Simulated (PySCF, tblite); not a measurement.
One entry of a table of gas-phase calculations, keyed by method. Lists by class give the value and the number of equivalent atoms.

```json
{
 "formula": "C3H2F5O2S",
 "smiles": "O=[S@]([O-])CC(F)(F)C(F)(F)F",
 "charge": -1,
 "multiplicity": 1,
 "geometry_level": "GFN2-xTB",
 "electronic_structure_code": "PySCF",
 "results": {
  "GFN2-xTB geometry": {
   "point_group": "C1",
   "rotational_constants_GHz": [1.61, 0.705, 0.602]
  },
  "PBE0/pcSseg-1 ground state and GIAO shieldings, non-relativistic": {
   "homo_eV": -1.2,
   "lumo_eV": 4.66,
   "shift_vs_computed_TMS_C_by_class_ppm": [
    [130.1, 1],
    [129.2, 1],
    [73.4, 1]
   ],
   "shift_vs_computed_TMS_H_by_class_ppm": [
    [2.24, 1],
    [1.52, 1]
   ],
   "shielding_other_nuclei_by_class_ppm": [
    ["O", 36.5, 1],
    ["O", 41.6, 1],
    ["F", 261.4, 1],
    ["F", 264.7, 3],
    ["F", 303.2, 1],
    ["S", -50.2, 1]
   ]
  },
  "GFN2-xTB harmonic vibrations, gas phase": {
   "strongest_ir_bands_cm-1_km_per_mol_modes": [
    [825.7, 342.0, 1],
    [1031.2, 115.4, 1],
    [1045.7, 443.0, 1],
    [1063.9, 175.4, 1],
    [1128.6, 468.3, 1],
    [1131.8, 383.5, 1]
   ],
   "zpe_kcal_per_mol": 36.1
  }
 }
}
```

With B = h/(8π²I), that is 505.379 GHz u Å² over I, the principal moments of inertia are 313.8, 717.1 and 839.0 u Å² (most abundant isotopes); the inertial defect Ic − Ia − Ib is -191.9 u Å² (zero for a rigid planar frame, negative otherwise). The zero-point energy, half the sum of the 33 harmonic wavenumbers, equals 12620 cm⁻¹ or 151 kJ/mol. The rotational constants make it an asymmetric top with κ = (2B − A − C)/(A − C) = -0.80, nearer the prolate limit (−1).

One conformer (not necessarily the lowest) at the GFN2-xTB geometry, without solvent or vibrations. NMR classes are plain means over equivalent atoms (diastereotopic ones count apart unless rotation or inversion swaps them), as if these changed places fast; in this geometry the members of some classes differ. No diffuse functions stand in pcSseg-1, which bears on an anion's orbital energies.

For the vibration job (GFN2-xTB), hardware: an x86-64 server with one thread (shared host).

The values belong to the conformer `[O:1]=[S@:2]([O-:3])[CH2:4][C:5]([F:6])([F:7])[C:8]([F:9])([F:10])[F:11]`: O1–S2–C4–C5 -160°, S2–C4–C5–F6 63°, C4–C5–C8–F9 -164°.
